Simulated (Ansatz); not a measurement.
Correlation energies of `C=CC[SiH3]` by basis set

```xyz
12

C    -1.412    1.088   -0.188
C    -0.761    0.602    0.861
C     0.426   -0.306    0.826
Si    1.054   -0.836   -0.866
H    -1.123    0.855   -1.209
H    -2.266    1.743   -0.065
H    -1.110    0.881    1.855
H     0.209   -1.216    1.400
H     1.263    0.163    1.361
H     0.013   -1.582   -1.621
H     2.230   -1.727   -0.675
H     1.477    0.335   -1.680
```

Charge 0, multiplicity 1. The geometry is a stationary point of PBE0-D4/def2-TZVP. It is one conformer, not always the lowest. Frozen core, restricted reference, Ansatz. CBS rows extrapolate triple and quadruple zeta; past MP2 they add the triple-zeta difference.

```json
{"basis": "def2-TZVPP", "HF (Eh)": "-407.22181", "MP2 corr.": "-0.63231"}
{"basis": "def2-QZVPP", "HF (Eh)": "-407.23634", "MP2 corr.": "-0.67307"}
```

**Question.** Estimate the CCSD correlation energy and the (T) correction in each basis where they were run (hartree).

**Answer.** 
```json
{"basis": "def2-TZVPP", "CCSD corr.": "-0.68448", "(T)": "-0.02802"}
{"basis": "CBS(def2)", "CCSD corr.": "-0.75542", "(T)": "as TZ"}
```
